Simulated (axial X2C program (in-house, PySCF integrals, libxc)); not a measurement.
BrCl at several levels of theory

All values were computed with an in-house relativistic program for diatomic molecules. Spin-free means the one-electron spin-free X2C Hamiltonian; two-component (2c) means X2C with spin–orbit coupling and atomic mean-field two-electron Coulomb and Gaunt terms, so the difference of the two also holds small scalar two-electron terms. Basis: Br dyall-cv4z [10s10p7d5f3g], Cl dyall-av4z [10s9p4d3f2g] (cores contracted in-house); Gaussian nuclei, density fitting, unrestricted open shells. Masses: Br 78.918 u, Cl 34.969 u.

Input:
```json
{"zs": [35, 17], "q": 0, "bas": ["dyall-cv4z", "dyall-av4z"], "levels": ["PBE0", "HF", "LDA", "M06", "PBE"], "cc": true, "r0": 2.13, "thr": -2.0, "nmax": 180}
```
```bash
python so2c.py task.json out
```

Keys: zs atomic numbers; q charge; bas basis sets; levels methods; cc coupled cluster on or off; r0 starting distance in Å; thr threshold in hartree for freezing inner shells (an s shell follows its p shell); nmax most natural virtual spinors. HF also brings MP2.

State, spin-free: M_S = 0, Λ = 0 (closed shell); electrons by block: σα: 12, σβ: 12, π+α: 6, π+β: 6, π-α: 6, π-β: 6, δ+α: 1, δ+β: 1, δ-α: 1, δ-β: 1. Fragments: Br + Cl.

State, 2c: Ω = 0 (closed shell); electrons by block: 1/2: 18, -1/2: 18, 3/2: 7, -3/2: 7, 5/2: 1, -5/2: 1. Fragments: Br + Cl.

| Hamiltonian | level | Re (Å) | ωe (cm⁻¹) | Be (cm⁻¹) | αe (cm⁻¹) | De (eV) | μ (D) |
| --- | --- | --- | --- | --- | --- | --- | --- |
| spin-free | PBE0 | 2.133 | 459.2 | 0.153 | 0.000679 | 2.42 | -0.52 |
| spin-free | HF | 2.124 | 486.5 | 0.1542 | 0.00061 | 0.736 | -0.56 |
| spin-free | MP2 | 2.131 | 464.2 | 0.1532 | 0.000685 | 2.49 | n/a |
| spin-free | CCSD | 2.142 | 453.8 | 0.1517 | 0.000702 | 2.15 | n/a |
| spin-free | CCSD(T) | 2.150 | 441.5 | 0.1505 | 0.000746 | 2.33 | n/a |
| spin-free | LDA | 2.132 | 450.5 | 0.153 | 0.000701 | 3.32 | -0.49 |
| spin-free | M06 | 2.139 | 454.8 | 0.152 | 0.000681 | 2.40 | -0.66 |
| spin-free | PBE | 2.161 | 429.1 | 0.1489 | 0.000715 | 2.66 | -0.52 |
| 2c | PBE0 | 2.135 | 456.1 | 0.1527 | 0.000686 | 2.33 | -0.54 |
| 2c | HF | 2.126 | 483.9 | 0.1539 | 0.000613 | 0.526 | -0.59 |
| 2c | MP2 | 2.132 | 461.6 | 0.153 | 0.000689 | 2.32 | n/a |
| 2c | CCSD | 2.143 | 451.2 | 0.1514 | 0.000707 | 1.98 | n/a |
| 2c | CCSD(T) | 2.151 | 438.8 | 0.1503 | 0.000752 | 2.17 | n/a |
| 2c | LDA | 2.134 | 446.8 | 0.1527 | 0.000711 | 3.14 | -0.51 |
| 2c | M06 | 2.141 | 451.8 | 0.1518 | 0.000687 | 2.23 | -0.68 |
| 2c | PBE | 2.164 | 425.4 | 0.1486 | 0.000724 | 2.57 | -0.55 |

Correlated methods: 14 electrons correlated (number of frozen shells: Br 3 s, 2 p, 1 d; Cl 2 s, 1 p), 348 virtual spin orbitals or spinors in MP2, 180 natural virtuals in coupled cluster.

Dipoles are positive if Cl is the positive end.

The state is a single determinant with fixed occupations, the lowest that a limited PBE0 search found. The closed shell is kept restricted, so the energy runs too high when the bond is stretched far. De is counted from the lowest determinant-based energies of the atoms at the same level, without counterpoise correction. CCSD and (T) use frozen natural virtuals with an MP2 correction for the truncation; (T) itself is uncorrected, so its De runs slightly low. A 2c atom that is not at its ground J level misses part of its spin–orbit lowering, and De is too large by that part (0.04 eV or less for light atoms). This holds for PBE0, PBE. Without a current term, density functionals place determinants with orbital angular momentum somewhat too high.

Rough cost a point (2c) on 2 thread(s) of a shared host, integrals apart: PBE0 0.6 s, HF 0.29 s, CCSD(T) 50 s, LDA 0.3 s, M06 0.9 s, PBE 0.4 s.

The whole task took 12 min on 2 threads of Intel(R) Xeon(R) Platinum 8488C (Sapphire Rapids), with other jobs on the host.
